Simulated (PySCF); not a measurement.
titanium atom (Ti), triplet. Base run: HF/def2-SV(P) run with PySCF.

Here is a job for PySCF.
```python
from pyscf import gto, scf

mol = gto.Mole()
mol.atom = '''
    Ti    0.00000000    0.00000000    0.00000000
'''
mol.basis = 'def2-sv(p)'
mol.spin = 2
mol.verbose = 4
mol.build()

mf = scf.UHF(mol)
mf.kernel()
```

Each row names what was changed in the base input (with any setting that the change needs).

```json
[
 {"change": "base", "basis functions": "24", "E (Eh)": "-848.28330", "HOMO (eV)": "-5.69"},
 {"change": "basis = cc-pVTZ-DK; relativity = spin-free X2C", "basis functions": "68", "E (Eh)": "-852.73778", "HOMO (eV)": "-5.77"},
 {"change": "basis = Sapporo-DKH3-DZP-2012; relativity = spin-free X2C; nucleus = Gaussian (with mol.nucmod = 'G')", "basis functions": "43", "E (Eh)": "-852.72676", "HOMO (eV)": "-5.76"},
 {"change": "basis = ANO-RCC-VDZP; relativity = spin-free X2C; nucleus = Gaussian (with mol.nucmod = 'G')", "basis functions": "34", "E (Eh)": "-852.74590", "HOMO (eV)": "-5.75"},
 {"change": "basis = cc-pVTZ-DK; relativity = none", "basis functions": "68", "E (Eh)": "-846.70589", "HOMO (eV)": "-5.72"},
 {"change": "basis = cc-pVTZ-DK; relativity = spin-free X2C; nucleus = Gaussian (with mol.nucmod = 'G')", "basis functions": "68", "E (Eh)": "-852.73592", "HOMO (eV)": "-5.77"},
 {"change": "basis = ANO-RCC-VDZP; relativity = spin-free X2C", "basis functions": "34", "E (Eh)": "-852.74776", "HOMO (eV)": "-5.75"},
 {"change": "basis = Sapporo-DKH3-DZP-2012; relativity = spin-free X2C", "basis functions": "43", "E (Eh)": "-852.72856", "HOMO (eV)": "-5.76"},
 {"change": "basis = ANO-RCC-VDZP; relativity = none", "basis functions": "34", "E (Eh)": "-846.71587", "HOMO (eV)": "-5.71"},
 {"change": "basis = Sapporo-DKH3-DZP-2012; relativity = none", "basis functions": "43", "E (Eh)": "-846.78454", "HOMO (eV)": "-5.71"}
]
```

Absolute energies of different levels of theory aren't comparable as measures of quality.

Open shells are given as the SCF converged; they aren't shown to be the lowest states, and a large step between rows can be another state.

Basis sets contracted for a relativistic Hamiltonian are a mismatch without it, so the rows without relativity aren't non-relativistic limits. No row has spin-orbit coupling; sets with core potentials leave out the core electrons.
